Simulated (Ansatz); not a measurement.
H$_{6}$OSSi$_{2}$ (`O[SiH2]S[SiH3]`), relaxed with RKS PBE-D4/def2-SVP in Ansatz 0.2.0 from a rough embedded geometry. The force threshold is 0.03 eV/Å; the program also tests the step.

Total charge 0; spin multiplicity 1.

Start:

```xyz
10

O     1.280    1.904    1.443
Si    0.725    0.505    0.901
S    -0.524    1.030   -0.749
Si   -0.940   -1.092   -1.166
H     0.943    2.731    0.973
H    -0.052   -0.181    1.971
H     1.894   -0.332    0.467
H    -1.639   -1.679   -0.002
H     0.225   -1.803   -1.486
H    -1.913   -1.083   -2.353
```

```
         step  energy (eV)  largest force (eV/Å)  largest move (Å)
            1  -28712.0541                 2.802             0.000
            2  -28712.3118                 1.166             0.195
            3  -28712.3700                 0.383             0.180
            4  -28712.3901                 0.044             0.082
            5  -28712.3908                 0.032             0.010
            6  -28712.3911                 0.039             0.011
 7 (rejected)  -28712.3381                 2.156             0.192
            8  -28712.3965                 0.268             0.096
 9 (rejected)  -28712.3931                 1.076             0.099
           10  -28712.4025                 0.213             0.050
           11  -28712.4091                 0.197             0.050
           13  -28712.4245                 0.588             0.107
           15  -28712.4410                 0.053             0.046
17 (rejected)  -28712.4408                 0.209             0.098
           19  -28712.4482                 0.093             0.098
           21  -28712.4562                 0.184             0.054
           23  -28712.4703                 0.394             0.195
           25  -28712.4799                 0.238             0.200
           27  -28712.4909                 0.035             0.074
           29  -28712.4924                 0.047             0.051
31 (rejected)  -28712.4932                 0.136             0.078
           33  -28712.4962                 0.065             0.073
           35  -28712.4974                 0.107             0.010
           37  -28712.4980                 0.028             0.012
           39  -28712.4988                 0.068             0.072
           41  -28712.4995                 0.013             0.040
```

End:

```xyz
10

O     0.684    1.855    1.451
Si    1.254    0.523    0.610
S     0.526    0.393   -1.430
Si   -1.146   -0.930   -1.062
H    -0.280    1.901    1.572
H     0.885   -0.769    1.297
H     2.732    0.718    0.537
H    -1.963   -0.451    0.111
H    -0.699   -2.338   -0.783
H    -1.993   -0.902   -2.302
```

It took 76 s on 2 threads of a server CPU on a shared host, with 0.15 GiB of host memory at the peak.
